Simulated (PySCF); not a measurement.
**Vertical excitation energies**

C4H12BNO2Si.
Structure used (PBE0-D3(BJ)/def2-SVP), in Å, numbered top down from 1:
```xyz
21
C4H12BNO2Si angstrom
O      2.7661    1.5186    0.9197
B      2.0675    0.3558    1.1025
O      2.7411   -0.7034    1.6206
C      0.5440    0.2148    0.7089
C     -0.0914   -1.1806    0.8879
C     -0.8907   -1.4253   -0.4120
N     -0.9863   -0.1340   -1.0727
Si    -2.4824    0.6905   -1.3555
C      0.2550    0.5475   -0.7741
H      2.2330    2.2287    0.5526
H      3.6631   -0.4814    1.7953
H     -0.0269    0.9429    1.3149
H     -0.7464   -1.1982    1.7711
H      0.6709   -1.9579    1.0395
H     -1.8860   -1.8609   -0.2340
H     -0.3423   -2.1369   -1.0586
H     -2.2303    1.7962   -2.3290
H     -3.4605   -0.2883   -1.9171
H     -3.1218    1.3118   -0.1409
H      1.0652    0.1555   -1.4229
H      0.1825    1.6288   -0.9759
```

Level of theory: TDDFT wB97X-D/def2-SVPD, vertical, gas phase, core orbitals frozen in the response in PySCF 2.14.0, density-fitted response routines.

```csv
state,E (eV),E (hartree),f,"main configurations (H = HOMO, L = LUMO)"
S1,5.77,0.2120,0.0004,"H→L+1 (51%), H→L (35%), H→L+2 (9%)"
S2,6.51,0.2391,0.021,"H→L+2 (39%), H→L (29%), H→L+5 (13%)"
S3,6.71,0.2466,0.048,"H→L+3 (57%), H→L+5 (26%)"
S4,7.02,0.2579,0.0076,"H→L+4 (22%), H→L (17%), H→L+5 (17%)"
S5,7.17,0.2635,0.034,"H→L+7 (22%), H→L+1 (21%), H→L+4 (20%)"
S6,7.40,0.2721,0.025,"H→L+4 (38%), H→L+7 (28%), H→L+5 (8%)"
S7,7.47,0.2747,0.0029,"H→L+6 (57%), H→L+5 (14%), H→L+2 (12%)"
S8,7.65,0.2812,0.018,"H→L+8 (69%), H→L+2 (8%)"
S9,7.97,0.2927,0.0077,H-1→L (76%)
S10,8.04,0.2955,0.012,"H→L+9 (18%), H→L+6 (15%), H→L+10 (12%)"
```

Triplets, Tamm–Dancoff:

| state | E (eV) | λ (nm) | main configurations (H = HOMO, L = LUMO) |
| --- | --- | --- | --- |
| T1 | 5.62 | 220.6 | H→L+1 (48%), H→L (25%), H→L+2 (17%) |
| T2 | 6.34 | 195.7 | H→L (36%), H→L+2 (35%) |
| T3 | 6.56 | 189.1 | H→L+3 (46%), H→L+5 (34%) |
| T4 | 6.89 | 180.1 | H→L+7 (35%), H→L+6 (14%), H→L+4 (12%) |

The lowest singlet comes at 215 nm (557 kJ/mol) in the ultraviolet; it is dark (f under 0.0005); its leading configuration is HOMO→LUMO+1 (51%). The strongest level in the table is S3 at 6.71 eV (185 nm, f = 0.048). Löwdin shares by element: HOMO nitrogen 53%, carbon 14% or more, silicon 9% (atoms not listed hold the other 24%); LUMO boron 44%, oxygen 18%, hydrogen 7% or more (atoms not listed hold the other 32%). The oscillator strengths of these states sum to 0.177; summed over the whole spectrum of an exact calculation they would give the number of electrons, 78 (Thomas–Reiche–Kuhn). Orbital energies (eV): HOMO-3 -11.34, HOMO-2 -11.15, HOMO-1 -10.50, HOMO -8.23, LUMO 1.40, LUMO+1 2.12, LUMO+2 2.42. Of the 10 states listed, 6 reach f = 0.01 and 1 stays under 0.0005. No computed singlet lies in the visible range (380 to 750 nm); the lowest, at 215 nm, stands 2.51 eV above its violet end (3.26 eV). The vertical ionisation energy (ΔSCF) is 8.24 eV, 0.20 eV above S10. Singlets were solved by full linear response, triplets in the Tamm–Dancoff approximation.

One conformer stands for the species.
